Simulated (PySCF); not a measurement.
F3GaH3N: core ionisation energies

Compound: Ga(NH3)F3.
Structure used (PBE0-D3(BJ)/def2-SVP), in Å, numbered top down from 1:
```xyz
8
F3GaH3N angstrom
Ga    -0.0043    0.0007   -1.0587
N      0.0400   -0.0219    0.9966
H     -0.9048    0.0709    1.3727
H      0.6024    0.7494    1.3595
H      0.4358   -0.8955    1.3472
F      1.7120   -0.0213   -1.4159
F     -0.8513    1.5139   -1.3267
F     -0.8916   -1.4817   -1.3585
```

Method: PySCF 2.14.0, delta-SCF UKS SCAN, pcX-2 on the ionised atom, pcseg-1 elsewhere, spin-free X2C. Vertical ΔSCF values, vacuum level as zero.

Problem. Give the core binding energies atom by atom.

Solution. 
```
 atom(s)                    environment  level  binding energy (eV)  count
      N2  nitrogen bonded to Ga and 3 H   N 1s               408.70      1
F6/F7/F8          fluorine bonded to Ga   F 1s               691.04      3
```

Problem. Which photon energy gives electrons from F 1s of F6/F7/F8 a kinetic energy of 200 eV, and what is their de Broglie wavelength?

Solution. hν = 691.04 + 200 = 891.04 eV, recoil neglected; λ = 12.264 Å/√(E/eV) = 0.87 Å.

Atoms equivalent by their bonding share one computed value, that of the first of them. No level of gallium is listed. Isolated species at its PBE0-D3(BJ)/def2-SVP geometry, gas phase.
